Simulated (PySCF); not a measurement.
## Radial density of Pd⁺ (palladium, charge +1)

B3LYP, [Kr] 4d9, 2D determinant. Computed with PySCF 2.14 in aug-cc-pVDZ-PP with ECP28MDF (5s5p4d2f, 54 functions), with scalar relativity through the core potential. This is the valence pseudo-density: the core potential removes the inner electrons and smooths the orbitals near the nucleus.

```
r (bohr)  4πr²ρ (e/bohr)  4πr²(ρα − ρβ)
  0.0187       1.320e-05         0.0000
  0.0314       3.329e-05         0.0000
  0.0528       7.925e-05         0.0000
  0.0888       0.0003110         0.0000
   0.149        0.003324         0.0002
   0.251         0.05552         0.0035
   0.423           1.318         0.0562
   0.711           12.46         0.4801
    1.20           13.52         0.7876
    2.01           3.022         0.2713
    3.38          0.2706         0.0184
    5.69        0.004923         0.0001
```

Energies and moments cover only the electrons outside the core potential.
